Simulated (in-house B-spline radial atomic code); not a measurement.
Inner levels of mercury as electrons are removed. A shift is the extra binding of the orbital against the neutral atom ([Xe] 4f14 5d10 6s2). The density at the nucleus is averaged over the nuclear charge. Computed with a B-spline radial code for spherical atoms: Dirac-Hartree-Fock, jj configuration that fills j = l - 1/2 first, finite nuclei.

A number in brackets counts the electrons of a j subshell.

```csv
ion,configuration,shift of 1s1/2 (eV),shift of 3p3/2 (eV),shift of 3d3/2 (eV),radius of 1s1/2 (bohr),radius of 3p3/2 (bohr),radius of 3d3/2 (bohr),Σ<r²> (bohr²),change of density at nucleus (bohr⁻³)
Hg28+,[Kr] 4d10 4f5/2(6),932.57,922.76,933.24,0.01659,0.18536,0.16185,5.1817,-1747.35
Hg29+,[Kr] 4d10 4f5/2(5),994.85,986.96,996.39,0.016591,0.18527,0.16169,4.9239,-1536.74
Hg30+,[Kr] 4d10 4f5/2(4),1058.6,1052.59,1060.91,0.016591,0.18517,0.16153,4.6777,-1315.8
Hg31+,[Kr] 4d10 4f5/2(3),1123.8,1119.62,1126.81,0.016591,0.18506,0.16135,4.4424,-1084.49
Hg32+,[Kr] 4d10 4f5/2(2),1190.46,1188.03,1194.05,0.016591,0.18495,0.16117,4.2173,-842.85
Hg33+,[Kr] 4d10 4f5/2(1),1258.56,1257.83,1262.64,0.016591,0.18482,0.16097,4.0018,-590.89
Hg34+,[Kr] 4d10,1328.1,1328.98,1332.55,0.016591,0.18469,0.16077,3.7952,-328.61
Hg35+,[Kr] 4d3/2(4) 4d5/2(5),1404.21,1397.69,1403.17,0.016591,0.18448,0.16057,3.5758,25.46
Hg36+,[Kr] 4d3/2(4) 4d5/2(4),?,?,?,?,?,?,?,?
Hg37+,[Kr] 4d3/2(4) 4d5/2(3),1559.99,1537.72,1547.24,0.016591,0.18406,0.16015,3.1546,760.28
Hg38+,[Kr] 4d3/2(4) 4d5/2(2),?,?,?,?,?,?,?,?
Hg39+,[Kr] 4d3/2(4) 4d5/2(1),?,?,?,?,?,?,?,?
Hg40+,[Kr] 4d3/2(4),1802.58,1754.28,1770.38,0.016591,0.18337,0.15949,2.5635,1929.41
Hg41+,[Kr] 4d3/2(3),1887.82,1829.45,1845.64,0.016591,0.18314,0.15952,2.3814,2359.49
```

Fill in the row of Hg36+.

shift of 1s1/2 (eV): 1481.5; shift of 3p3/2 (eV): 1467.27; shift of 3d3/2 (eV): 1474.73; radius of 1s1/2 (bohr): 0.016591; radius of 3p3/2 (bohr): 0.18427; radius of 3d3/2 (bohr): 0.16036; Σ<r²> (bohr²): 3.3624; change of density at nucleus (bohr⁻³): 388.42.

Fill in the row of Hg38+.

shift of 1s1/2 (eV): 1639.66; shift of 3p3/2 (eV): 1609.05; shift of 3d3/2 (eV): 1620.69; radius of 1s1/2 (bohr): 0.016591; radius of 3p3/2 (bohr): 0.18383; radius of 3d3/2 (bohr): 0.15994; Σ<r²> (bohr²): 2.9523; change of density at nucleus (bohr⁻³): 1141.08.

Fill in the row of Hg39+.

shift of 1s1/2 (eV): 1720.53; shift of 3p3/2 (eV): 1681.23; shift of 3d3/2 (eV): 1695.07; radius of 1s1/2 (bohr): 0.016591; radius of 3p3/2 (bohr): 0.18361; radius of 3d3/2 (bohr): 0.15972; Σ<r²> (bohr²): 2.7554; change of density at nucleus (bohr⁻³): 1530.78.
